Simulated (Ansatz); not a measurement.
Energy needed to pull apart AlAsNH5 (SMILES [AlH2][NH][AsH2]), closed shell, into free ground-state atoms, from the structure below (displaced at random from a GFN2-xTB minimum); no zero-point or spin–orbit terms; open-shell atoms are treated unrestricted, in their ground-state multiplicity.

```
8
angstrom
Al -0.9341 0.7085 -0.4738
N 0.4832 0.7228 0.7986
As 1.3459 -1.3165 0.7131
H -2.4772 0.1667 -0.0595
H -0.5624 1.1930 -2.0291
H 0.8872 1.3802 1.5531
H 1.5817 -0.9499 -0.6614
H -0.1534 -1.6968 0.3064
```

Program: Ansatz 0.2.0. Basis: def2-TZVPP. Cores are frozen in the correlated methods. Filled d shells of the heavier atoms are correlated. The def2 sets are not built for correlating such inner shells, so the correlated values are less sure here.

| method | atomization energy (kcal/mol) |
| --- | --- |
| PBE-D4 | 485.1 |
| r2SCAN-D4 | ? |
| PBE0-D4 | 469.1 |
| HSE06-D4 | ? |
| CAM-B3LYP-D4 | 481.1 |
| wB97M-V | 478.4 |
| HF | 296.0 |
| MP2 | 457.7 |
| CCSD | 452.4 |
| CCSD(T) | 462.3 |

(1) What does HSE06-D4 give? (To be estimated.)

(2) What does r2SCAN-D4 give? (To be estimated.)

T1 diagnostic: at most 0.014.

## Answers

(1) The calculation gives: 469.1 kcal/mol, which is about 6.8 kcal/mol more than CCSD(T)/def2-TZVPP.

(2) The calculation gives: 476.8 kcal/mol, which is about 14.5 kcal/mol more than CCSD(T)/def2-TZVPP.

In triple zeta the MP2 and coupled-cluster atomization energies are still short of their basis limit by a few kcal/mol a bond, whereas those of the functionals are nearly converged, so these differences are not deviations from converged CCSD(T).

For scale, one of the runs: CCSD(T)/def2-TZVPP forces, 191 basis functions (an equivalent command: `ansatz run in.yaml --threads 4`). Hardware: 4 CPU threads, shared host. Wall time 3.4 min; peak host memory 3.8 GiB.
